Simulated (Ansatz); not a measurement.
Born–Oppenheimer molecular dynamics of CH$_{7}$BFN (11 atoms, charge 0, multiplicity 1). It starts at the highest image of a converged band. Of that band: The profile has 3 maxima (images 1, 5, 7) with wells between them (images 3, 6): this band takes more than one step, which may be the mechanism or a detour left from its start path. Neighbouring images differ by up to 1.8 eV, so the band resolves the path poorly. A vibrational analysis at the climbing image gives one clearly imaginary mode, 1457i cm⁻¹: a first-order saddle point.

The calculation used RKS B3LYP-D4/def2-SVP (Ansatz).

* ensemble: NVE (velocity Verlet)
* time step: 0.5 fs
* steps asked: 200
* starting velocities drawn for: 100 K
* seed: 3934

First frame:

```xyz
11
Properties=species:S:1:pos:R:3
B 0.041 -0.140 0.172
N -0.070 -0.258 1.740
H -0.962 -0.059 2.187
H 0.717 0.127 2.260
F 1.103 0.625 -0.220
C -1.334 -0.025 -0.605
H -2.084 -0.761 -0.273
H -1.760 0.983 -0.446
H -1.193 -0.154 -1.690
H 0.483 -1.522 0.027
H 0.269 -1.330 1.024
```

**Question.** How far do the bonds stretch over the last three quarters of this one trajectory? (Pairs bonded in most of those frames.)

**Answer.** 
```json
{"bond": "B1–F5", "mean (Å)": "1.358", "spread (Å)": "0.041", "shortest": "1.31", "longest": "1.46"}
{"bond": "B1–C6", "mean (Å)": "1.591", "spread (Å)": "0.043", "shortest": "1.52", "longest": "1.66"}
{"bond": "B1–H10", "mean (Å)": "1.219", "spread (Å)": "0.047", "shortest": "1.15", "longest": "1.30"}
{"bond": "N2–H3", "mean (Å)": "1.026", "spread (Å)": "0.020", "shortest": "0.98", "longest": "1.07"}
{"bond": "N2–H4", "mean (Å)": "1.027", "spread (Å)": "0.032", "shortest": "0.96", "longest": "1.10"}
{"bond": "N2–H11", "mean (Å)": "1.029", "spread (Å)": "0.044", "shortest": "0.95", "longest": "1.10"}
{"bond": "C6–H7", "mean (Å)": "1.104", "spread (Å)": "0.013", "shortest": "1.08", "longest": "1.12"}
{"bond": "C6–H8", "mean (Å)": "1.104", "spread (Å)": "0.008", "shortest": "1.09", "longest": "1.12"}
{"bond": "C6–H9", "mean (Å)": "1.107", "spread (Å)": "0.005", "shortest": "1.10", "longest": "1.12"}
```

Mean temperature of the second half: 451 K. The conserved energy stayed within 0.27 meV per atom of its start (net change -0.17 meV per atom), so the integration is sound. The kinetic energy rose, since the run started high on the potential surface and went downhill. It ends in pieces (CH4BF + H3N), so much of that is their flight and rotation, not heat. A run of 0.1 ps of so small a system gives no equilibrium averages. The orbitals stay closed-shell, which can raise the energy where a bond breaks towards radicals; this wasn't checked here.

Run time: 4.7 min on 2 threads of Intel(R) Xeon(R) Platinum 8488C (Sapphire Rapids), on a shared host, peak memory 0.19 GiB.
